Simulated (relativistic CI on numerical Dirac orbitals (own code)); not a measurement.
**Tm²⁺: 5p photoemission**

Computed with this model: Dirac-Coulomb-Breit CI, separate exchange-only KLI orbitals for each configuration, QED by a radiative potential, valence Slater integrals scaled by 0.8, multiplet model of photoemission in the sudden approximation; configurations [Xe] 4f13 → [Kr] 4d10 4f13 5s2 5p5; 80 K; Lorentzian 0.42 eV and Gaussian 0.5 eV FWHM. Energies are those of the free ion, without screening or charge transfer. The energies are binding energies and can lie tens of eV above those of solids. S is read from ⟨S²⟩ = S(S + 1).

free ion: ground-state S = 0.50, centroid 46.42 eV. Peaks (eV, height): 44.2 (100), 45.5 (26), 50.5 (58).

Strongest unbroadened transitions for free ion:

| Energy (eV) | Relative strength |
| --- | --- |
| 44.05 | 60.2 |
| 44.06 | 76.5 |
| 44.32 | 100.0 |
| 44.96 | 3.4 |
| 45.40 | 15.1 |
| 45.57 | 29.9 |
| 46.04 | 6.8 |
| 50.27 | 63.5 |
| 50.58 | 80.4 |
| 50.89 | 0.1 |
| 51.84 | 0.5 |
